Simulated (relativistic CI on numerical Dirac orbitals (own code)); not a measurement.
# Ce29+: q coefficients and field-shift factors

Calculated at this level of theory: Dirac-Coulomb-Breit CI, orbitals from a KLI potential per configuration, derivatives by finite differences, unscaled Slater integrals, QED left out (own radial code, finite nucleus).

CI space (outside the closed core [Ar] 3d10): 4s, 4p, 4d, 4f, 5s, 5p, 5d, 5f. Levels of other configurations are missing.

With x = (α/α₀)² − 1 an excitation energy changes as ω = ω₀ + qx; K = 2q/ω₀ is the relative enhancement. Terms are leading LS components, so labels can repeat. The field-shift factor is F = δν/δ⟨r²⟩ for the transition from the lowest level.

Lowest level 4s ²S1/2.

```
    Level  ω₀ (cm⁻¹)  q (cm⁻¹)      K  F (GHz/fm²)
4p ²P°1/2     498664     46110  0.185         -354
4p ²P°3/2     717702    290600   0.81         -365
 4d ²D3/2    1514648    308600  0.407         -362
 4d ²D5/2    1559082    353500  0.454         -362
4f ²F°5/2    2410574    347300  0.288         -354
4f ²F°7/2    2418016    354500  0.293         -354
 5s ²S1/2    3662082    186300  0.102         -193
5p ²P°1/2    3897721    205300  0.105         -351
5p ²P°3/2    3997585    316200  0.158         -356
 5d ²D3/2    4368532    324200  0.148         -355
 5d ²D5/2    4389536    345400  0.157         -355
5f ²F°5/2    4762123    343200  0.144         -352
5f ²F°7/2    4766894    347900  0.146         -352
```

At this charge energies of transitions that change n are usually good to better than 1 %, and those within a shell (Δn = 0) to a few per cent.
